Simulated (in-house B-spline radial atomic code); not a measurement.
# Ionising the chromium ion Cr³⁺ with different functionals

Computed with an all-electron radial atomic-structure program (B-spline basis): non-relativistic Hamiltonian, point nucleus, spin-polarised at highest spin, spherical fractional occupations for the functionals, the average over the highest-spin determinants for Hartree-Fock. The ionisation energy is the difference of two self-consistent energies, [Ar] 3d3 → [Ar] 3d2, without Breit or QED terms; ε is the level of the shell that loses the electron (its least bound occupied spin orbital).

Hybrids are left out here: with spherical fractional occupations of an open shell their exact exchange keeps a self-interaction that integer-occupation calculations don't have.

```
           method          rung  ΔSCF (eV)  -ε(3d) (eV)
     Hartree-Fock  Hartree-Fock      48.36        50.01
         LDA VWN5           LDA          ?            ?
         LDA PW92           LDA          ?            ?
LDA exchange-only           LDA      48.52        39.43
              PBE           GGA      49.82        40.64
           PBEsol           GGA      49.79        40.61
             BLYP           GGA      49.73        40.52
             RPBE           GGA      49.75        40.57
             PW91           GGA      49.93        40.74
             BP86           GGA      49.83        40.65
             AM05           GGA      49.79        40.60
             OLYP           GGA      50.08        40.84
             TPSS      meta-GGA      49.67        40.50
             SCAN      meta-GGA      49.79        40.70
           r2SCAN      meta-GGA      49.85        40.74
            M06-L      meta-GGA      49.49        40.34
          revTPSS      meta-GGA      49.56        40.40
```

Q: What does LDA PW92 give?

A: ΔSCF 50.03 eV, and -ε(3d) = 40.84 eV.

Q: What does LDA VWN5 give?

A: ΔSCF 50.04 eV, and -ε(3d) = 40.85 eV.

Q: How do they compare with the NIST value?

A: NIST lists 49.16 eV ± 0.05 (semi-empirical, ground level to ground level). Errors run from -0.80 to +0.92 eV; M06-L is closest (+0.33 eV), but part of that can be cancellation, since the calculations leave out relativity, Breit-QED terms, multiplet and fine-structure energies. Hartree-Fock also lacks correlation.
